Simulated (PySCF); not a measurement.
Sc (scandium, neutral) across methods

[Ar] 3d2 4s1, high-spin 4F determinant (an excited configuration). Calculation: PySCF 2.14, in aug-cc-pVTZ with one added diffuse shell each of s, p, d, f, g type (9s8p6d4f3g, 118 functions); the non-relativistic Hamiltonian (point nucleus).

```json
{"method": "r2SCAN0", "E (hartree)": "-760.558", "mean ε 3p β (eV)": "-32.174", "mean ε 4s α (eV)": "-4.289", "mean ε 3d α (eV)": "-3.170", "Σ⟨r²⟩ (bohr²)": "44.70", "⟨S²⟩": "3.751"}
{"method": "LDA", "E (hartree)": "-758.654", "mean ε 3p β (eV)": "-29.675", "mean ε 4s α (eV)": "-3.930", "mean ε 3d α (eV)": "-2.022", "Σ⟨r²⟩ (bohr²)": "45.59", "⟨S²⟩": "3.750"}
{"method": "M06", "E (hartree)": "-760.536", "mean ε 3p β (eV)": "-32.335", "mean ε 4s α (eV)": "-4.142", "mean ε 3d α (eV)": "-2.679", "Σ⟨r²⟩ (bohr²)": "46.68", "⟨S²⟩": "3.750"}
{"method": "PBEsol", "E (hartree)": "-759.473", "mean ε 3p β (eV)": "-29.583", "mean ε 4s α (eV)": "-3.805", "mean ε 3d α (eV)": "-1.997", "Σ⟨r²⟩ (bohr²)": "45.82", "⟨S²⟩": "3.750"}
{"method": "PBE", "E (hartree)": "-760.376", "mean ε 3p β (eV)": "-29.624", "mean ε 4s α (eV)": "-3.773", "mean ε 3d α (eV)": "-2.060", "Σ⟨r²⟩ (bohr²)": "46.09", "⟨S²⟩": "3.750"}
{"method": "r2SCAN", "E (hartree)": "-760.569", "mean ε 3p β (eV)": "-30.239", "mean ε 4s α (eV)": "-3.836", "mean ε 3d α (eV)": "-2.209", "Σ⟨r²⟩ (bohr²)": "45.25", "⟨S²⟩": "3.751"}
{"method": "UHF", "E (hartree)": "-759.70327", "mean ε 3p β (eV)": "-37.496", "mean ε 4s α (eV)": "-5.314", "mean ε 3d α (eV)": "-5.980", "Σ⟨r²⟩ (bohr²)": "45.63", "⟨S²⟩": "3.753"}
```

Task: Estimate the same row for PBE0.

Result: E (hartree) = -760.411; mean ε 3p β (eV) = -31.788; mean ε 4s α (eV) = -4.224; mean ε 3d α (eV) = -3.042; Σ⟨r²⟩ (bohr²) = 45.23; ⟨S²⟩ = 3.751.
